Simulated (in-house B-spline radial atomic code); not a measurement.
## Binding energies in Mn

NIST's tabulated ground configuration is [Ar] 3d5 4s2; each binding energy is the energy of the ion with one electron taken from that subshell, relaxed, less that of the parent. All numbers are computed (Dirac-Kohn-Sham PBE, spherical fractional occupations; Fermi nucleus of rms radius 3.7057 fm) with an all-electron radial atomic-structure program (B-spline basis), not measured. Energies include first-order Breit, QED and recoil terms.

| subshell | X-ray name | binding energy (eV) | -ε (eV) | relaxation (eV) |
| --- | --- | --- | --- | --- |
| 1s | K | 6567.4 | 6428.2 | -147.8 |
| 2s | L1 | 765.4 | 743.7 | -22.4 |
| 2p1/2 | L2 | 663.5 | 637.0 | -27.2 |
| 2p3/2 | L3 | 652.9 | 626.5 | -26.8 |
| 3s | M1 | 93.42 | 85.86 | -7.64 |
| 3p1/2 | M2 | 62.8 | 55.43 | -7.43 |
| 3p3/2 | M3 | 61.52 | 54.16 | -7.39 |
| 3d | M4,5 | 13.2 | 6.77 | -6.42 |
| 4s | N1 | 8.41 | 5.11 | -3.31 |

Relaxation = -ε minus the binding energy without Breit, QED and recoil terms. With a density functional, K lines can miss by some tenths of a per cent, more in light atoms. For a density functional the relaxation so defined is negative, because -ε of a Kohn-Sham level is smaller than the binding energy.

Emission lines follow as differences of binding energies, with λ = 12398.42 eV·Å / E:

| line | holes | energy (eV) | wavelength (Å) |
| --- | --- | --- | --- |
| K-L3 | 1s → 2p3/2 | 5914.5 | 2.0963 |
| K-L2 | 1s → 2p1/2 | 5903.9 | 2.1 |
| K-M3 | 1s → 3p3/2 | 6505.9 | 1.9057 |
| L1-M3 | 2s → 3p3/2 | 703.9 | 17.614 |
| L3-M1 | 2p3/2 → 3s | 559.5 | 22.161 |

Task: What screening constant σ does Moseley's law, E = (3/4)·13.6057 eV·(Z - σ)², need for K-L3?

Result: σ = 0.92.

Task: What does it cost to remove both a 3p1/2 and a 4s electron?

Result: 80.461 eV, which is 9.251 eV more than the two single binding energies together.

Task: What does it cost to remove two 2p1/2 electrons?

Result: 1385.2 eV, which is 58.15 eV more than the two single binding energies together.

Task: What does it cost to remove both a 2s and a 3p1/2 electron?

Result: 848.11 eV, which is 19.88 eV more than the two single binding energies together.
